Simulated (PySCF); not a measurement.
## Two-photon absorption: 4-bromochlorobenzene (c1c(Cl)ccc(Br)c1, C6H4BrCl)

Molfile (atoms numbered from 1):
```
C6H4BrCl
     RDKit          3D

 12 12  0  0  0  0  0  0  0  0999 V2000
   -4.0938   -0.2448    0.0172 Cl  0  0  0  0  0  0  0  0  0  0  0  0
   -2.3636   -0.2665    0.0235 C   0  0  0  0  0  0  0  0  0  0  0  0
   -1.6584    0.9362    0.0230 C   0  0  0  0  0  0  0  0  0  0  0  0
   -0.2665    0.9179    0.0281 C   0  0  0  0  0  0  0  0  0  0  0  0
    0.4080   -0.3024    0.0337 C   0  0  0  0  0  0  0  0  0  0  0  0
    2.2926   -0.3266    0.0406 Br  0  0  0  0  0  0  0  0  0  0  0  0
   -0.2970   -1.5052    0.0343 C   0  0  0  0  0  0  0  0  0  0  0  0
   -1.6889   -1.4866    0.0292 C   0  0  0  0  0  0  0  0  0  0  0  0
   -2.2003    1.8832    0.0186 H   0  0  0  0  0  0  0  0  0  0  0  0
    0.2944    1.8539    0.0277 H   0  0  0  0  0  0  0  0  0  0  0  0
    0.2395   -2.4554    0.0387 H   0  0  0  0  0  0  0  0  0  0  0  0
   -2.2550   -2.4193    0.0295 H   0  0  0  0  0  0  0  0  0  0  0  0
  1  2  1  0
  2  3  1  0
  3  4  2  0
  4  5  1  0
  5  6  1  0
  5  7  2  0
  7  8  1  0
  8  2  2  0
  3  9  1  0
  4 10  1  0
  7 11  1  0
  8 12  1  0
M  END
```

Computed with PySCF, TDDFT CAM-B3LYP/aug-cc-pVDZ excited states, vertical, gas phase. Geometry: PBE0-D3(BJ)/def2-SVP.

The calculation is non-relativistic, which matters for the atoms heavier than Zn.

Problem. Give the one- and two-photon strengths of the lowest singlets.

Solution. δ for parallel linear polarisation; σ at the peak of a Lorentzian of half width 0.1 eV, single beam; Ω is circular over linear.
```
state  E (eV)      f  photon λ (nm)  δ (au)  σ (GM)     Ω                                main
   S1    5.07  0.006            490    0.13    0.00  1.50  HOMO→LUMO 0.75, HOMO−1→LUMO+1 0.22
   S2    5.58  0.243            444    4.28    0.05  1.21  HOMO→LUMO+1 0.87, HOMO−1→LUMO 0.11
   S3    5.65  0.000            439    0.87    0.01  1.50  HOMO→LUMO+2 0.34, HOMO→LUMO+4 0.25
   S4    6.29  0.005            394    55.6    0.81  1.50  HOMO→LUMO+2 0.52, HOMO→LUMO+4 0.26
   S5    6.57  0.262            377    3.14    0.05  1.50  HOMO−1→LUMO+1 0.69, HOMO→LUMO 0.21
   S6    6.66  0.001            372    22.7    0.37  1.50  HOMO→LUMO+7 0.42, HOMO→LUMO+5 0.27
```

Among these, the strongest one-photon state is S5, the strongest two-photon state S4, with a dipole change of 2.5 D (relaxed, norm of the difference vector).
